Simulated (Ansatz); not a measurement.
Geometry optimisation, RKS B3LYP-D4/STO-3G (Ansatz 0.2.0).

The input (input.yaml):

```yaml
crystal:
  periodic: [false, false, false]
  atoms:
    - { symbol: Si, position_ang: [0.0, 0.0, 0.0] }
    - { symbol: F, position_ang: [0.0, 0.0, 1.59] }
    - { symbol: Si, position_ang: [2.0935, 0.0, -0.7393] }
    - { symbol: H, position_ang: [2.5508, -1.3762, -0.9079] }
    - { symbol: H, position_ang: [2.1573, 0.6939, -2.0222] }
    - { symbol: H, position_ang: [2.951, 0.6823, 0.2255] }
    - { symbol: Si, position_ang: [-1.0456, 1.8115, -0.7393] }
    - { symbol: H, position_ang: [-2.4302, 1.478, -1.0607] }
    - { symbol: H, position_ang: [-1.0215, 2.8436, 0.2931] }
    - { symbol: H, position_ang: [-0.3743, 2.3069, -1.9374] }
    - { symbol: Cl, position_ang: [-1.0032, -1.7381, -0.7093] }
basis:
  gaussian: { orbitals: STO-3G }
hamiltonian:
  xc: b3lyp
  dispersion: d4
relax:
  f_tol: 0.02
  max_steps: 40
output:
  orbitals: {}
```

Launched with:

```bash
$ ansatz run input.yaml --threads 1 --pin off --max-ram 2048MiB --backend cpu --events-out ev --progress --plain --runs-dir out
```

Where does it end, and by what steps?

The run converged. The force dipped under the threshold on the way, but the program's further checks kept it going. Limits of this set-up: minimal basis. After 20 steps the energy has fallen by 0.244 eV; H8 moved furthest, 0.74 Å.

```json
{"step": "0", "energy less start (eV)": "0.0000", "largest force component (eV/Å)": "2.263", "accepted": "yes"}
{"step": "1", "energy less start (eV)": "-0.1448", "largest force component (eV/Å)": "0.472", "accepted": "yes"}
{"step": "2", "energy less start (eV)": "-0.2137", "largest force component (eV/Å)": "0.119", "accepted": "yes"}
{"step": "3", "energy less start (eV)": "-0.2200", "largest force component (eV/Å)": "0.051", "accepted": "yes"}
{"step": "4", "energy less start (eV)": "-0.2221", "largest force component (eV/Å)": "0.051", "accepted": "yes"}
{"step": "5", "energy less start (eV)": "-0.2274", "largest force component (eV/Å)": "0.030", "accepted": "yes"}
{"step": "6", "energy less start (eV)": "-0.2263", "largest force component (eV/Å)": "0.301", "accepted": "no"}
{"step": "7", "energy less start (eV)": "-0.2314", "largest force component (eV/Å)": "0.046", "accepted": "yes"}
{"step": "8", "energy less start (eV)": "-0.2343", "largest force component (eV/Å)": "0.092", "accepted": "yes"}
{"step": "9", "energy less start (eV)": "-0.2312", "largest force component (eV/Å)": "0.241", "accepted": "no"}
{"step": "10", "energy less start (eV)": "-0.2366", "largest force component (eV/Å)": "0.089", "accepted": "yes"}
{"step": "11", "energy less start (eV)": "-0.2378", "largest force component (eV/Å)": "0.112", "accepted": "yes"}
{"step": "12", "energy less start (eV)": "-0.2391", "largest force component (eV/Å)": "0.157", "accepted": "yes"}
{"step": "13", "energy less start (eV)": "-0.2406", "largest force component (eV/Å)": "0.114", "accepted": "yes"}
{"step": "14", "energy less start (eV)": "-0.2424", "largest force component (eV/Å)": "0.023", "accepted": "yes"}
{"step": "15", "energy less start (eV)": "-0.2430", "largest force component (eV/Å)": "0.004", "accepted": "yes"}
{"step": "16", "energy less start (eV)": "-0.2417", "largest force component (eV/Å)": "0.198", "accepted": "no"}
{"step": "17", "energy less start (eV)": "-0.2437", "largest force component (eV/Å)": "0.042", "accepted": "yes"}
{"step": "18", "energy less start (eV)": "-0.2438", "largest force component (eV/Å)": "0.063", "accepted": "yes"}
{"step": "19", "energy less start (eV)": "-0.2441", "largest force component (eV/Å)": "0.027", "accepted": "yes"}
{"step": "20", "energy less start (eV)": "-0.2442", "largest force component (eV/Å)": "0.001", "accepted": "yes"}
```

```xyz
11
Properties=species:S:1:pos:R:3
Si -0.008 -0.015 -0.141
F -0.250 -0.422 1.434
Si 2.212 -0.032 -0.659
H 2.820 -1.297 -0.319
H 2.381 0.213 -2.072
H 2.887 1.019 0.070
Si -1.137 1.893 -0.676
H -2.547 1.765 -0.393
H -0.608 2.998 0.090
H -0.957 2.183 -2.079
Cl -0.915 -1.603 -1.264
```

Time of the run: 74 s on 1 thread of Arm Neoverse V1, with other jobs on the host, peak memory 0.13 GiB.
